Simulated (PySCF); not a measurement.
## Electron correlation in Pb (lead, neutral)

[Xe] 4f14 5d10 6s2 6p2, high-spin 3P determinant. Calculation: PySCF 2.14, in ANO-RCC-VTZP; the spin-free X2C one-electron Hamiltonian (Gaussian nucleus). Frozen: [Xe] 4f14 5d10; 4 electrons correlated.

MP2 pair energies summed by pair of shells (mhartree):

| pair | energy | share (%) |
| --- | --- | --- |
| 6s-6p | -21.45 | 58.9 |
| 6s-6s | -11.60 | 31.9 |
| 6p-6p | -3.34 | 9.2 |

Total MP2 correlation energy: -36.39 mhartree.

Same-spin part -6.65 and opposite-spin part -29.74 mhartree; SCS-MP2 scales them by 1/3 and 6/5 to -37.91 mhartree.

Spin-orbit coupling is strong in this species, so the high-spin LS determinant is a model state.
